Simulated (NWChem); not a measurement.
CHBrCl2; SMILES ClC(Cl)Br

All runs: NWChem. Pople sets run with spherical d functions. The geometry was optimised at B3LYP/6-31G* (spherical d). Level: B3LYP/6-31G* with SMD (1 M gas to 1 M solution), gas-phase geometry.

For solvent water:

| Quantity | Value |
|---|---|
| solvation free energy (kcal/mol) | -1.6 |
| cavity-dispersion-structure term (kcal/mol) | 0.7 |
| dipole in solution (D) | 1.58 |

### Question
Estimate the same quantities for solvent n-hexane.

### Answer
The solvation free energy (kcal/mol) is -4.8 and the cavity-dispersion-structure term (kcal/mol) is -3.8. The dipole in solution (D) comes out as 1.36.
